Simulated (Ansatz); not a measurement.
A structure relaxed at PBE0-D4/def2-SVPD in Ansatz, charge -1, singlet:

```xyz
5

B    -0.6261    0.4315    0.2913
Si    0.7110    0.7441   -1.1669
Si    1.0004    0.9067    1.2680
Si   -1.2533   -0.7346   -1.1488
Si    0.1681   -1.3477    0.7563
```

**Question.** Give its formula and point group.

**Answer.** the cluster Si₄B⁻. Point group C2v (tolerance 0.1 Å).

**Question.** Summarise the bond lengths by kind (pairs closer than 1.2 times the sum of covalent radii, bridged metal pairs left out).

**Answer.** 4 × B–Si 1.96 to 2.00 Å; 4 × Si–Si 2.45 to 2.46 Å.

The structure comes from a short search, and lower isomers may exist.
